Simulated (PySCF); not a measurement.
trans-cinnamaldehyde, C₉H₈O.
Atom-mapped SMILES: `[O:1]=[CH:2]/[CH:3]=[CH:4]/[c:5]1[cH:6][cH:7][cH:8][cH:9][cH:10]1` (hydrogens: H11 on C2; H12 on C3; H13 on C4; H14 on C6; H15 on C7; H16 on C8; H17 on C9; H18 on C10)

The same species was optimised twice, with GFN2-xTB and with PBE0-D3(BJ)/def2-SVP (PySCF), and the same property calculations (PySCF, gas phase) were run on both structures.

```
     coordinate  GFN2-xTB  PBE0-D3(BJ)/def2-SVP  change
      C2–C3 (Å)     1.452                 1.464  +0.012
     C9–C10 (Å)     1.381                 1.392  +0.011
      C7–C8 (Å)     1.387                 1.397  +0.010
      C4–C5 (Å)     1.448                 1.458  +0.010
      C6–C7 (Å)     1.380                 1.389  +0.009
      C8–C9 (Å)     1.386                 1.394  +0.008
      C5–C6 (Å)     1.399                 1.406  +0.007
     C5–C10 (Å)     1.399                 1.404  +0.005
      C3=C4 (Å)     1.343                 1.348  +0.005
      O1=C2 (Å)     1.207                 1.207   0.000
   C2–C3–C4 (°)     121.9                 120.2    -1.7
   C3–C4–C5 (°)     127.3                 128.1    +0.8
   O1–C2–C3 (°)     125.1                 124.8    -0.3
   C4–C5–C6 (°)     123.0                 122.7    -0.3
  C8–C9–C10 (°)     120.0                 119.9    -0.1
  C4–C5–C10 (°)     118.7                 118.9    +0.2
   C6–C7–C8 (°)     120.4                 120.3    -0.1
  C6–C5–C10 (°)     118.3                 118.4    +0.1
O1–C2–C3–C4 (°)       180                  -179      +1
C3–C4–C5–C6 (°)         0                     1      +1
```

Rotational constants: A = 4927, B = 585.4, C = 523.2 MHz (GFN2-xTB) against A = 4892, B = 578.2, C = 517.1 MHz (PBE0-D3(BJ)/def2-SVP).

On the GFN2-xTB structure: HOMO (eV) -7.16 [PBE0/pcSseg-1]; LUMO (eV) -2.30 [PBE0/pcSseg-1]; dipole (D) 4.60 [PBE0/pcSseg-1]; GIAO shielding of O1 (ppm) -364.7 [PBE0/pcSseg-1]; GIAO shielding of C2 (ppm) -9.6 [PBE0/pcSseg-1]; GIAO shielding of C3 (ppm) 53.1 [PBE0/pcSseg-1]; GIAO shielding of C4 (ppm) 27.5 [PBE0/pcSseg-1]; GIAO shielding of C5 (ppm) 47.4 [PBE0/pcSseg-1]; GIAO shielding of C6/C10 (mean) (ppm) 51.7 [PBE0/pcSseg-1]; GIAO shielding of C7/C9 (mean) (ppm) 52.1 [PBE0/pcSseg-1]; GIAO shielding of C8 (ppm) 49.2 [PBE0/pcSseg-1].

Q: What do these properties become on the PBE0-D3(BJ)/def2-SVP structure?

A: 
| property | level | on GFN2-xTB | on PBE0-D3(BJ)/def2-SVP | change |
| --- | --- | --- | --- | --- |
| HOMO (eV) | PBE0/pcSseg-1 | -7.16 | -7.16 | 0.00 |
| LUMO (eV) | PBE0/pcSseg-1 | -2.30 | -2.30 | 0.00 |
| dipole (D) | PBE0/pcSseg-1 | 4.60 | 4.56 | -0.04 |
| energy, GFN2-xTB geometry as zero (kcal/mol) | PBE0/pcSseg-1 | 0.0 | -0.3 | -0.3 |
| GIAO shielding of O1 (ppm) | PBE0/pcSseg-1 | -364.7 | -362.4 | +2.3 |
| GIAO shielding of C2 (ppm) | PBE0/pcSseg-1 | -9.6 | -10.3 | -0.7 |
| GIAO shielding of C3 (ppm) | PBE0/pcSseg-1 | 53.1 | 51.0 | -2.1 |
| GIAO shielding of C4 (ppm) | PBE0/pcSseg-1 | 27.5 | 24.7 | -2.8 |
| GIAO shielding of C5 (ppm) | PBE0/pcSseg-1 | 47.4 | 45.7 | -1.7 |
| GIAO shielding of C6/C10 (mean) (ppm) | PBE0/pcSseg-1 | 51.7 | 49.5 | -2.2 |
| GIAO shielding of C7/C9 (mean) (ppm) | PBE0/pcSseg-1 | 52.1 | 49.8 | -2.3 |
| GIAO shielding of C8 (ppm) | PBE0/pcSseg-1 | 49.2 | 46.9 | -2.3 |

The heavy atoms differ by 0.030 Å rms after alignment. Among bonds between heavy atoms C2–C3 and C9–C10 change most and about equally (+0.011 to +0.012 Å). Changes are differences of the printed values. Neither structure is proved a minimum here.

Shape of the structure used: `[O:1]=[CH:2]/[CH:3]=[CH:4]/[c:5]1[cH:6][cH:7][cH:8][cH:9][cH:10]1`: O1–C2–C3–C4 -179°, C3–C4–C5–C6 1°.
